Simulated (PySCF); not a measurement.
# Nuclear quadrupole coupling in `C/C=C/P=C\OC`

Compound: C5H9OP.
Numbering: `[CH3:1]/[CH:2]=[CH:3]/[P:4]=[CH:5]\[O:6][CH3:7]` (hydrogens: H8, H9, H10 on C1; H11 on C2; H12 on C3; H13 on C5; H14, H15, H16 on C7)

Geometry (PBE0-D3(BJ)/def2-SVP, Å), atoms numbered from 1 in this order:
```
atom  x, y, z in Å
C1     3.3310    0.1283   -0.2896
C2     2.1656   -0.6521   -0.7947
C3     0.8769   -0.3948   -0.5135
P4    -0.4515   -1.4189   -1.1811
C5    -1.8159   -0.6752   -0.5182
O6    -1.8428    0.3927    0.2863
C7    -3.1101    0.8472    0.6921
H8     3.9371    0.5221   -1.1234
H9     3.0121    0.9744    0.3364
H10    4.0046   -0.5088    0.3082
H11    2.4012   -1.5050   -1.4467
H12    0.6174    0.4527    0.1327
H13   -2.7993   -1.1037   -0.7662
H14   -2.9510    1.7245    1.3316
H15   -3.7263    1.1429   -0.1747
H16   -3.6466    0.0749    1.2702
```

Field gradients from the PBE0/pcSseg-1 density (PySCF, non-relativistic), principal values in atomic units, ordered |Vxx| ≤ |Vyy| ≤ |Vzz|:

```csv
atom,Vxx,Vyy,Vzz
O6,-0.4226,-1.4439,1.8665
```

Q: Find the asymmetry η = (Vxx − Vyy)/Vzz and the couplings χ = eQV/h (234.96 MHz × Q in barn × V in au), with Q(17O) = −0.0256 b.

A: 
```json
{"atom": "O6", "environment": "ether oxygen", "nucleus": "17O", "η": "0.55", "χzz (MHz)": "-11.23", "χxx (MHz)": "2.54", "χyy (MHz)": "8.69"}
```

The tensor is traceless: Vxx + Vyy + Vzz = 0.

Q: What is Vzz at O6 in SI units (1 au = 9.71736 × 10²¹ V/m²)?

A: 1.8665 au = 18.137 × 10²¹ V/m².

Q: What couplings would deuterons (Q(2H) = 0.00286 b) have in place of the hydrogens, at this geometry?

A: 
```json
{"atom": "H8", "bonded to": "C1", "bond length (Å)": "1.103", "Vzz (au)": "0.2875", "η": "0.03", "χzz (kHz)": "193"}
{"atom": "H9", "bonded to": "C1", "bond length (Å)": "1.100", "Vzz (au)": "0.2924", "η": "0.03", "χzz (kHz)": "196"}
{"atom": "H10", "bonded to": "C1", "bond length (Å)": "1.103", "Vzz (au)": "0.2883", "η": "0.03", "χzz (kHz)": "194"}
{"atom": "H11", "bonded to": "C2", "bond length (Å)": "1.099", "Vzz (au)": "0.2915", "η": "0.07", "χzz (kHz)": "196"}
{"atom": "H12", "bonded to": "C3", "bond length (Å)": "1.097", "Vzz (au)": "0.2982", "η": "0.05", "χzz (kHz)": "200"}
{"atom": "H13", "bonded to": "C5", "bond length (Å)": "1.101", "Vzz (au)": "0.2854", "η": "0.14", "χzz (kHz)": "192"}
{"atom": "H14", "bonded to": "C7", "bond length (Å)": "1.097", "Vzz (au)": "0.2884", "η": "0.08", "χzz (kHz)": "194"}
{"atom": "H15", "bonded to": "C7", "bond length (Å)": "1.104", "Vzz (au)": "0.2752", "η": "0.09", "χzz (kHz)": "185"}
{"atom": "H16", "bonded to": "C7", "bond length (Å)": "1.104", "Vzz (au)": "0.2753", "η": "0.09", "χzz (kHz)": "185"}
```

Geometry: PBE0-D3(BJ)/def2-SVP, one conformer, isolated molecule. With a basis this small, the couplings can be 20 % off.
